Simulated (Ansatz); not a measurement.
Species: C7H15, net charge 0, doublet state. It need not be the lowest isomer of its formula. 
Structure (B3LYP-D3(BJ)/def2-TZVP (Ansatz, a first-principles code) minimum search):
```xyz
22

C     -1.8552    -1.3264     0.0531
C     -0.9774    -0.3715     0.7794
C      0.0049     0.5297     0.0846
C      0.8750     1.2396     1.1306
C     -0.7651     1.6029    -0.7197
C      0.8918    -0.2581    -0.9107
C      1.7303    -1.3746    -0.2957
H     -2.4478    -1.9256     0.7447
H     -2.5612    -0.8140    -0.6171
H     -1.2870    -2.0146    -0.5818
H     -1.1857    -0.1758     1.8246
H      0.2573     1.8620     1.7815
H      1.6129     1.8857     0.6496
H      1.4060     0.5262     1.7613
H     -0.0670     2.2833    -1.2142
H     -1.3898     1.1460    -1.4890
H     -1.4088     2.1925    -0.0647
H      0.2502    -0.6765    -1.6909
H      1.5487     0.4569    -1.4155
H      2.4683    -0.9854     0.4070
H      1.1055    -2.0880     0.2450
H      2.2720    -1.9215    -1.0698
```
Charge 0, spin multiplicity 2.

Computed values are from Ansatz. Valence correlation only, unless marked. Open shells are spin-unrestricted. No spin-orbit coupling. No relativistic terms. CBS(X,Y): correlation extrapolated as X^-3; Hartree-Fock from the larger set. The bracket is a focal-point correction in the basis named.

Task: What is the dipole moment at CCSD(T)/aug-cc-pVDZ?

Result: 0.21 D.

Task: What is the total energy at RI-MP2/CBS(cc-pVTZ,cc-pVQZ)+[CCSD(T)-MP2]/cc-pVTZ?

Result: -275.3527 Eh.

Task: What is the atomisation energy De at RI-MP2/CBS(cc-pVTZ,cc-pVQZ)+[CCSD(T)-MP2]/cc-pVTZ?

Result: 2079.6 kcal/mol.

Task: What is the T1 diagnostic at CCSD/cc-pVTZ?

Result: 0.010.
